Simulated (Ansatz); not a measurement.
```yaml
crystal:
  periodic: [false, false, false]
  atoms:
    - {symbol: C, position_ang: [-1.382311, -1.862332, -1.088546]}
    - {symbol: C, position_ang: [-0.803865, -1.140868, 0.115953]}
    - {symbol: C, position_ang: [0.069155, 0.041949, -0.268453]}
    - {symbol: C, position_ang: [0.648653, 0.764887, 0.933940]}
    - {symbol: C, position_ang: [1.541471, 1.932921, 0.594521]}
    - {symbol: Br, position_ang: [0.567596, 3.395766, -0.258035]}
    - {symbol: H, position_ang: [-1.996724, -1.188732, -1.692180]}
    - {symbol: H, position_ang: [-2.008789, -2.705468, -0.789142]}
    - {symbol: H, position_ang: [-0.589129, -2.250194, -1.733883]}
    - {symbol: H, position_ang: [-0.219229, -1.843887, 0.721015]}
    - {symbol: H, position_ang: [-1.617940, -0.790995, 0.761216]}
    - {symbol: H, position_ang: [-0.515064, 0.748006, -0.867837]}
    - {symbol: H, position_ang: [0.887642, -0.302543, -0.913257]}
    - {symbol: H, position_ang: [1.257101, 0.063768, 1.521257]}
    - {symbol: H, position_ang: [-0.156214, 1.102535, 1.594762]}
    - {symbol: H, position_ang: [1.992688, 2.375277, 1.480096]}
    - {symbol: H, position_ang: [2.324940, 1.659910, -0.111429]}
basis:
  gaussian: {orbitals: aug-cc-pVDZ}
magnetization: {spin_polarized: true, initial_magnetization: 0}
hamiltonian: {xc: {name: HF}}
correlation: {active_space: {window: {electrons: 40, orbitals: 30}}}
scf: {lower_state_search: light}
output: {forces: true}
```

```sh
$ ansatz run in.yaml --threads 2 --pin off --events-out ev --progress --plain --max-ram 32768MiB --backend cpu
```

(1) How does Ansatz answer? (An estimate is asked.)

## Answers

(1) Ansatz gave: The program refused the input.
```
Error: invalid value for `correlation.active_space`: it starts from restricted Hartree–Fock orbitals; set hamiltonian.xc: hf without magnetization.spin_polarized
```
